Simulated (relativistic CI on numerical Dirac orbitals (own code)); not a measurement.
**d5 in a ligand field**

Computed with a parametric ligand-field model of a d^n configuration (Racah B and C, spin-orbit zeta, crystal field), exact diagonalisation.

Field parameters in Wybourne normalisation: Oh B⁴₀ = 21Dq, B⁴₄ = √(5/14) B⁴₀; Td as Oh with Dq negative (B⁴₀ = 21Dq, B⁴₄ = √(5/14) B⁴₀). The field is a parameter set, without covalency.

(1) Ground term and bands for B = 690, C = 2590, ζ = 0 cm⁻¹, Td, 10Dq = -7450 cm⁻¹?

(2) Ground term and bands for B = 850, C = 3570, ζ = 0 cm⁻¹, Oh, 10Dq = 16300 cm⁻¹?

(3) Ground term and bands for B = 720, C = 3110, ζ = 0 cm⁻¹, Oh, 10Dq = 9300 cm⁻¹?

(4) Ground term and bands for B = 890, C = 3590, ζ = 0 cm⁻¹, Oh, 10Dq = 4250 cm⁻¹?

(5) Ground term and bands for B = 540, C = 2660, ζ = 0 cm⁻¹, Oh, 10Dq = 10450 cm⁻¹?

## Answers

(1) Ground term 6A1 with 2.00 electrons in the two orbitals of the cubic e set. Spin-allowed: none. Lowest spin-forbidden: 4T1 14200 cm⁻¹ (704 nm), 4T2 17700 cm⁻¹ (565 nm), 2T2 18221 cm⁻¹ (549 nm). A high-spin d5 ion has no spin-allowed d-d band, hence its pale colour.

(2) Ground term 6A1 with 2.00 electrons in the two orbitals of the cubic e set. Spin-allowed: none. Lowest spin-forbidden: 2T2 12648 cm⁻¹ (791 nm), 4T1 12866 cm⁻¹ (777 nm), 4T2 18412 cm⁻¹ (543 nm). A high-spin d5 ion has no spin-allowed d-d band, hence its pale colour.

(3) Ground term 6A1 with 2.00 electrons in the two orbitals of the cubic e set. Spin-allowed: none. Lowest spin-forbidden: 4T1 15720 cm⁻¹ (636 nm), 4T2 19638 cm⁻¹ (509 nm), 2T2 19968 cm⁻¹ (501 nm). A high-spin d5 ion has no spin-allowed d-d band, hence its pale colour.

(4) Ground term 6A1 with 2.00 electrons in the two orbitals of the cubic e set. Spin-allowed: none. Lowest spin-forbidden: 4T1 24549 cm⁻¹ (407 nm), 4T2 26389 cm⁻¹ (379 nm), 4A1+E 26850 cm⁻¹ (372 nm). A high-spin d5 ion has no spin-allowed d-d band, hence its pale colour.

(5) Ground term 6A1 with 2.00 electrons in the two orbitals of the cubic e set. Spin-allowed: none. Lowest spin-forbidden: 4T1 10360 cm⁻¹ (965 nm), 2T2 11523 cm⁻¹ (868 nm), 4T2 13789 cm⁻¹ (725 nm). A high-spin d5 ion has no spin-allowed d-d band, hence its pale colour.
